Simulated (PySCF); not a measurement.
A calculated (LDA, PySCF 2.14, jorge-DZP-DKH, the spin-free X2C one-electron Hamiltonian (Gaussian nucleus)) atom or ion has these occupied shells.

```json
{"shell": "1s β", "electrons": "1", "orbital energy (eV)": "-6409.3", "rms radius, mean of both spins (bohr)": "0.0705"}
{"shell": "1s α", "electrons": "1", "orbital energy (eV)": "-6409.3", "rms radius, mean of both spins (bohr)": "0.0705"}
{"shell": "2s α", "electrons": "1", "orbital energy (eV)": "-741.31", "rms radius, mean of both spins (bohr)": "0.305"}
{"shell": "2s β", "electrons": "1", "orbital energy (eV)": "-739.40", "rms radius, mean of both spins (bohr)": "0.305"}
{"shell": "2p α", "electrons": "3", "orbital energy (eV)": "-629.35", "rms radius, mean of both spins (bohr)": "0.274"}
{"shell": "2p β", "electrons": "3", "orbital energy (eV)": "-627.91", "rms radius, mean of both spins (bohr)": "0.274"}
{"shell": "3s α", "electrons": "1", "orbital energy (eV)": "-85.493", "rms radius, mean of both spins (bohr)": "0.920"}
{"shell": "3s β", "electrons": "1", "orbital energy (eV)": "-80.364", "rms radius, mean of both spins (bohr)": "0.920"}
{"shell": "3p α", "electrons": "3", "orbital energy (eV)": "-54.628", "rms radius, mean of both spins (bohr)": "0.989"}
{"shell": "3p β", "electrons": "3", "orbital energy (eV)": "-49.618", "rms radius, mean of both spins (bohr)": "0.989"}
{"shell": "3d α", "electrons": "5", "orbital energy (eV)": "-5.939", "rms radius, mean of both spins (bohr)": "1.25"}
{"shell": "4s α", "electrons": "1", "orbital energy (eV)": "-5.283", "rms radius, mean of both spins (bohr)": "3.44"}
{"shell": "4s β", "electrons": "1", "orbital energy (eV)": "-4.414", "rms radius, mean of both spins (bohr)": "3.44"}
```

**Question.** Name the element and its charge.

**Answer.** Mn (manganese, neutral), in [Ar] 3d5 4s2, high-spin 6S determinant.
